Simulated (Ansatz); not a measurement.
Level of theory: PBE0-D3(BJ)/def2-TZVP (Ansatz, a quantum-chemistry and plane-wave program). No frequencies were computed at this level.

Ansatz 0.2 input:
```yaml
crystal:
  periodic: [false, false, false]
  atoms:
    - { symbol: B, position_ang: [1.474593, -0.089007, -0.051059] }
    - { symbol: C, position_ang: [-0.008794, -0.065423, -0.559027] }
    - { symbol: C, position_ang: [-1.101022, 0.119051, 0.495407] }
    - { symbol: H, position_ang: [1.73491, 0.037379, 1.08208] }
    - { symbol: H, position_ang: [2.335649, -0.235739, -0.829663] }
    - { symbol: H, position_ang: [-0.106608, 0.725866, -1.311373] }
    - { symbol: H, position_ang: [-0.205963, -0.988961, -1.115221] }
    - { symbol: H, position_ang: [-2.090618, 0.12102, 0.040196] }
    - { symbol: H, position_ang: [-0.967295, 1.061177, 1.022088] }
    - { symbol: H, position_ang: [-1.06485, -0.685363, 1.226571] }
basis:
  gaussian: { orbitals: def2-tzvp }
hamiltonian:
  xc: pbe0
  dispersion: d3bj
relax:
  max_steps: 150
```

Output:

```
Functional definition: PBE0
837 factors; their error is unknown
mean field evaluation 1: about -2853.9209 eV, gradient 5.5e1 eV
mean field evaluation 2: about -2851.3478 eV, gradient 6.1e1 eV
mean field evaluation 4: about -2861.0257 eV, gradient 1.2e0 eV
mean field evaluation 8: about -2861.0163 eV, gradient 4.7e-2 eV
mean field -2861.01631792 eV, -105.1404104171 hartree, gradient 3.0e-5 eV, S^2 0.000000; 0 other end points of the search recorded, 0 dependent functions left out
reference -2861.01634920 eV, -105.1404115665 hartree; 12, 12 occupied and 123, 123 virtual orbitals, 837 factors
relax step   1: F+E_penalty+E_count = -2861.13683267 eV  Δ(F+E_penalty+E_count) = +0.000e0 eV  max|allowed force component| = 1.049e0 eV/Å  Δτ_max = 0.0000 Å  (25 SCF iters, accepted)
these checks for a lower state are left out or cut short: starts, cluster_reference, orbital_swaps, neighbouring_geometries, increment
837 factors; their error is unknown
mean field evaluation 16: about -2861.0581 eV, gradient 1.6e0 eV
mean field -2861.05112698 eV, -105.1416896263 hartree, gradient 2.2e-5 eV, S^2 0.000000; 0 other end points of the search recorded, 0 dependent functions left out
reference -2861.05115834 eV, -105.1416907789 hartree; 12, 12 occupied and 123, 123 virtual orbitals, 837 factors
relax step   2: F+E_penalty+E_count = -2861.17136876 eV  Δ(F+E_penalty+E_count) = -3.454e-2 eV  max|allowed force component| = 4.212e-1 eV/Å  Δτ_max = 0.0265 Å  (29 SCF iters, accepted)
these checks for a lower state are left out or cut short: starts, cluster_reference, orbital_swaps, neighbouring_geometries, increment
837 factors; their error is unknown
mean field -2861.05601274 eV, -105.1418691747 hartree, gradient 2.2e-5 eV, S^2 0.000000; 0 other end points of the search recorded, 0 dependent functions left out
reference -2861.05604412 eV, -105.1418703280 hartree; 12, 12 occupied and 123, 123 virtual orbitals, 837 factors
relax step   3: F+E_penalty+E_count = -2861.17623558 eV  Δ(F+E_penalty+E_count) = -4.867e-3 eV  max|allowed force component| = 5.818e-2 eV/Å  Δτ_max = 0.0118 Å  (29 SCF iters, accepted)
these checks for a lower state are left out or cut short: starts, cluster_reference, orbital_swaps, neighbouring_geometries, increment
837 factors; their error is unknown
mean field evaluation 32: about -2861.0559 eV, gradient 3.9e-1 eV
mean field -2861.05615253 eV, -105.1418743121 hartree, gradient 2.2e-5 eV, S^2 0.000000; 0 other end points of the search recorded, 0 dependent functions left out
reference -2861.05618392 eV, -105.1418754655 hartree; 12, 12 occupied and 123, 123 virtual orbitals, 837 factors
relax step   4: F+E_penalty+E_count = -2861.17635018 eV  Δ(F+E_penalty+E_count) = -1.146e-4 eV  max|allowed force component| = 2.563e-2 eV/Å  Δτ_max = 0.0050 Å  (30 SCF iters, accepted)
these checks for a lower state are left out or cut short: starts, cluster_reference, orbital_swaps, neighbouring_geometries, increment
837 factors; their error is unknown
mean field -2861.05620290 eV, -105.1418761630 hartree, gradient 2.2e-5 eV, S^2 0.000000; 0 other end points of the search recorded, 0 dependent functions left out
reference -2861.05623429 eV, -105.1418773164 hartree; 12, 12 occupied and 123, 123 virtual orbitals, 837 factors
relax step   5: F+E_penalty+E_count = -2861.17638977 eV  Δ(F+E_penalty+E_count) = -3.959e-5 eV  max|allowed force component| = 6.849e-3 eV/Å  Δτ_max = 0.0051 Å  (31 SCF iters, accepted)
837 factors; their error is unknown
mean field evaluation 64: about -2861.0562 eV, gradient 2.5e-5 eV
mean field -2861.05620290 eV, -105.1418761630 hartree, gradient 2.2e-5 eV, S^2 0.000000; 1 other end points of the search recorded, 0 dependent functions left out
reference -2861.05623429 eV, -105.1418773164 hartree; 12, 12 occupied and 123, 123 virtual orbitals, 837 factors
Total energy: -2861.17642115 eV, -105.1462941023 hartree
Atom 0 at     1.458381    -0.088950    -0.061470 Å, force     0.001974    -0.001936    -0.003071 eV/Å
Atom 1 at    -0.015098    -0.065596    -0.543823 Å, force     0.001052     0.004981     0.000022 eV/Å
Atom 2 at    -1.110948     0.118795     0.496395 Å, force    -0.006849    -0.000838    -0.005073 eV/Å
Atom 3 at     1.753754     0.044706     1.093898 Å, force     0.001705     0.000910     0.000578 eV/Å
Atom 4 at     2.339544    -0.241162    -0.860572 Å, force    -0.001512    -0.000835     0.002618 eV/Å
Atom 5 at    -0.072106     0.714866    -1.320129 Å, force    -0.000277    -0.000424    -0.000464 eV/Å
Atom 6 at    -0.173422    -0.985470    -1.128838 Å, force     0.000773    -0.001094     0.000854 eV/Å
Atom 7 at    -2.108212     0.126444     0.049293 Å, force     0.000762    -0.000543     0.002152 eV/Å
Atom 8 at    -0.984246     1.059675     1.037247 Å, force     0.001361    -0.000071     0.002114 eV/Å
Atom 9 at    -1.087644    -0.683308     1.237999 Å, force     0.001012    -0.000149     0.000270 eV/Å
Dipole moment:    -0.129572    -0.000536    -0.069391 e Å
```

Cost: roughly 19 core-seconds.
